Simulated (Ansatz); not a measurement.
# Cost against result

Saddle point of BAsH₆O₃, singlet (BH₃O₃ ([OH][B]([OH])[OH]) + AsH₃ → BAsH₄O₂ ([OH][B]([OH])[AsH2]) + H₂O; bonds formed: B1–As6, O2–H5; bonds broken: B1–O2, H5–As6), PBE0-D4/def2-TZVP structure:

| atom | x (Å) | y (Å) | z (Å) |
| --- | --- | --- | --- |
| B1 | 0.5635 | 0.2214 | -0.5056 |
| O2 | -0.3043 | 1.3678 | 0.0387 |
| O3 | 1.8226 | 0.2902 | 0.0272 |
| O4 | 0.3654 | -0.1375 | -1.8098 |
| H5 | -0.7576 | 0.4870 | 0.5982 |
| As6 | -0.7071 | -1.4856 | 0.8392 |
| H7 | 0.2293 | 1.9075 | 0.6421 |
| H8 | 2.4496 | -0.2715 | -0.4339 |
| H9 | -0.5484 | -0.1096 | -2.0988 |
| H10 | -2.1757 | -1.3282 | 0.4569 |
| H11 | -0.9375 | -0.9415 | 2.2459 |

Barriers are electronic and count from the start structure reached by relaxing down the imaginary mode.

Program: Ansatz 0.2.0. Basis: as named in each row. Cores are frozen in the correlated methods. Filled d shells of the heavier atoms are correlated. The def2 sets are not built for correlating such inner shells, so the correlated values are less sure here. B3LYP uses VWN-RPA correlation. Extrapolation: Hartree–Fock as exp(−7.88 √X), correlation as X^−2.97.

Times are rough, for one single point on 8 threads of a shared host (Arm Neoverse V1).

The estimate by CCSD(T) at an estimated basis limit (MP2 extrapolated from triple and quadruple zeta, plus CCSD(T) − MP2 in triple zeta) is 55.62 kcal/mol.

```json
{"method": "HF", "basis": "STO-3G", "time (s)": "under 1", "barrier (kcal/mol)": "81.16", "method less estimate": "25.54"}
{"method": "PBE-D4", "basis": "STO-3G", "time (s)": "under 1", "barrier (kcal/mol)": "49.46", "method less estimate": "-6.16"}
{"method": "SPW92", "basis": "def2-SVP", "time (s)": "under 1", "barrier (kcal/mol)": "37.58", "method less estimate": "-18.04"}
{"method": "PBE-D4", "basis": "def2-SVP", "time (s)": "under 1", "barrier (kcal/mol)": "45.05", "method less estimate": "-10.57"}
{"method": "B3LYP-D4", "basis": "6-31G", "time (s)": "under 1", "barrier (kcal/mol)": "53.90", "method less estimate": "-1.72"}
{"method": "PBE0-D4", "basis": "def2-SVP", "time (s)": "under 1", "barrier (kcal/mol)": "50.15", "method less estimate": "-5.47"}
{"method": "SPW92", "basis": "def2-TZVPP", "time (s)": "under 1", "barrier (kcal/mol)": "39.83", "method less estimate": "-15.78"}
{"method": "PBE-D4", "basis": "def2-TZVPP", "time (s)": "1", "barrier (kcal/mol)": "46.59", "method less estimate": "-9.03"}
{"method": "BLYP-D4", "basis": "def2-TZVPP", "time (s)": "2", "barrier (kcal/mol)": "52.44", "method less estimate": "-3.18"}
{"method": "B3LYP-D4", "basis": "def2-TZVPP", "time (s)": "2", "barrier (kcal/mol)": "55.63", "method less estimate": "0.02"}
{"method": "BHLYP-D4", "basis": "def2-TZVPP", "time (s)": "2", "barrier (kcal/mol)": "61.04", "method less estimate": "5.42"}
{"method": "PBE0-D4", "basis": "def2-TZVPP", "time (s)": "2", "barrier (kcal/mol)": "50.89", "method less estimate": "-4.73"}
{"method": "CAM-B3LYP-D4", "basis": "def2-TZVPP", "time (s)": "2", "barrier (kcal/mol)": "57.60", "method less estimate": "1.98"}
{"method": "r2SCAN-D4", "basis": "def2-TZVPP", "time (s)": "3", "barrier (kcal/mol)": "50.38", "method less estimate": "-5.24"}
{"method": "wB97M-V", "basis": "def2-SVP", "time (s)": "3", "barrier (kcal/mol)": "52.86", "method less estimate": "-2.76"}
{"method": "r2SCAN0-D4", "basis": "def2-TZVPP", "time (s)": "3", "barrier (kcal/mol)": "53.04", "method less estimate": "-2.58"}
{"method": "RPA on PBE", "basis": "def2-TZVPP", "time (s)": "4", "barrier (kcal/mol)": "56.84", "method less estimate": "1.22"}
{"method": "B2PLYP", "basis": "def2-TZVPP", "time (s)": "4", "barrier (kcal/mol)": "56.90", "method less estimate": "1.29"}
{"method": "PBE-QIDH", "basis": "def2-TZVPP", "time (s)": "4", "barrier (kcal/mol)": "54.13", "method less estimate": "-1.49"}
{"method": "wB97X-V", "basis": "def2-TZVPP", "time (s)": "6", "barrier (kcal/mol)": "56.40", "method less estimate": "0.78"}
{"method": "B97M-V", "basis": "def2-TZVPP", "time (s)": "6", "barrier (kcal/mol)": "57.38", "method less estimate": "1.76"}
{"method": "wB97M-V", "basis": "def2-TZVPP", "time (s)": "6", "barrier (kcal/mol)": "54.47", "method less estimate": "-1.15"}
{"method": "CCSD(T)", "basis": "def2-SVP", "time (s)": "8", "barrier (kcal/mol)": "60.55", "method less estimate": "4.93"}
{"method": "MP2", "basis": "def2-QZVPP", "time (s)": "17", "barrier (kcal/mol)": "53.56", "method less estimate": "-2.06"}
{"method": "CCSD(T)", "basis": "def2-TZVPP", "time (s)": "200", "barrier (kcal/mol)": "56.60", "method less estimate": "0.99"}
```

All methods are single points on the PBE0-D4 structures.

The T1 diagnostic stays at or below 0.013.

Labels in which every atom is bracketed show which atoms are joined, not bond orders.
